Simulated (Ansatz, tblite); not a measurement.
Cost and result up the ladder for In₂P (the lowest doublet isomer of a short search) (3 atoms). The state is a doublet with charge 0. Geometry: r2SCAN-D4/def2-TZVP.

```xyz
3

In    0.1842    2.1074   -0.7506
In   -0.8087   -2.0905    0.1196
P     0.6246   -0.0169    0.6311
```

Ansatz on 4 threads of Arm Neoverse V1 on a shared host; xTB runs through tblite on one thread. Times are rough, summed over both states, and most runs start from the orbitals of an earlier one. CCSD(T)/def2-TZVPP serves as the yardstick here, not as an exact answer. The other state is a quartet at its own geometry.

In the def2 sets In takes a core potential; there is no spin–orbit coupling. The xTB rows come from tblite. HSE06 is defined as in plane-wave codes, on full-range PBE exchange. Correlated methods freeze 13 core orbitals; core or outer-core shells of In are correlated, in sets that lack core-valence functions. The structure comes from a short search, and lower isomers may exist.

xTB has no spin-polarisation term.

```tsv
level	functions	wall time
GFN1-xTB	27	0.005 s
GFN2-xTB	27	0.006 s
MP2/def2-TZVP	137	4.7 s
PBE-D4/def2-TZVP	137	8.8 s
HSE06-D4/def2-TZVP	137	8.9 s
PBE0-D4/def2-TZVP (with forces)	137	9.6 s
B2PLYP/def2-TZVP	137	11 s
BHLYP-D4/def2-TZVP	137	13 s
RPA@PBE/def2-TZVP	137	13 s
r2SCAN-D4/def2-TZVP	137	15 s
ωB97X-V/def2-TZVP	137	34 s
CCSD(T)/def2-TZVPP	142	39 s
```

**Question.** Estimate what each level gives for the quartet − doublet (eV).

**Answer.** 
| level | quartet − doublet (eV) | difference from CCSD(T)/def2-TZVPP (eV) |
| --- | --- | --- |
| GFN1-xTB | 2.98 | 1.93 |
| GFN2-xTB | 2.90 | 1.84 |
| MP2/def2-TZVP | 0.97 | -0.09 |
| PBE-D4/def2-TZVP | 1.14 | 0.08 |
| HSE06-D4/def2-TZVP | 1.09 | 0.04 |
| PBE0-D4/def2-TZVP (with forces) | 1.10 | 0.05 |
| B2PLYP/def2-TZVP | 1.20 | 0.14 |
| BHLYP-D4/def2-TZVP | 1.36 | 0.31 |
| RPA@PBE/def2-TZVP | 1.14 | 0.08 |
| r2SCAN-D4/def2-TZVP | 0.98 | -0.07 |
| ωB97X-V/def2-TZVP | 1.32 | 0.26 |
| CCSD(T)/def2-TZVPP | 1.05 | 0.00 |
